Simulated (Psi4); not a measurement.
Pair of molecules, SMILES B with SMILES P (the first has 4 atoms); geometry from B3LYP-D3(BJ)/def2-TZVP.
(charge 0, multiplicity 1):
| atom | x (Å) | y (Å) | z (Å) |
|---|---|---|---|
| B | -0.0303 | -0.0774 | 0.6721 |
| H | 1.0967 | -0.4211 | 0.4177 |
| H | -0.8416 | -0.9688 | 0.6552 |
| H | -0.3837 | 0.9320 | 0.1159 |
| P | 0.0544 | 0.4299 | 2.5320 |
| H | -1.1256 | 0.8877 | 3.1451 |
| H | 0.4453 | -0.5473 | 3.4648 |
| H | 0.9304 | 1.4694 | 2.8927 |

These are SAPT0/jun-cc-pV(D+d)Z (Psi4) values and carry that method's errors.

Q: Give the four SAPT terms and the total, and say what mostly holds the pair together.

A: electrostatics -288.7, exchange 518.6, induction -325.6, dispersion -78.9, total -174.7 kJ/mol; the largest attraction is induction.
